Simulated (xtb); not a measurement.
AuCl4 (SMILES [Cl][Au-]([Cl])([Cl])[Cl]), charge -1, singlet, geometry from GFN2-xTB (such geometries of metal compounds can be far from the true shape). Base run: GFN2-xTB run with xtb.

Here is a job for xtb.
```
$ xtb mol.xyz --gfn 2 --chrg -1 --json

# file mol.xyz
5

Au    -0.00000000     0.00000000    -0.00000000
Cl     2.10237282    -0.85465654     0.00310144
Cl     0.85465979     2.10237254    -0.00228057
Cl    -2.10237282     0.85465654    -0.00310144
Cl    -0.85465979    -2.10237254     0.00228057
```

Variants of this job, named by their change:

| change | ΔE vs base (kJ/mol) | HOMO-LUMO gap (eV) | G_solv (kcal/mol) | SCF cycles |
|---|---|---|---|---|
| base | 0.00 | 1.93 | - | 11 |
| etemp = 5000 | -38.0 | 2.03 | - | 11 |
| etemp = 3000 | -4.90 | 1.96 | - | 11 |
| alpb = ch2cl2 | -182.5 | 1.93 | -43.63 | 10 |
| etemp = 10000 | -232.6 | 2.16 | - | 11 |
| alpb = acetonitrile | -182.3 | 1.93 | -43.58 | 10 |
| etemp = 1000 | 0.00 | 1.93 | - | 11 |
| alpb = dmf | -177.5 | 1.93 | -42.43 | 11 |

ALPB and GBSA are two models with their own fitted parameters for each solvent, which aren't always the measured dielectric constant.
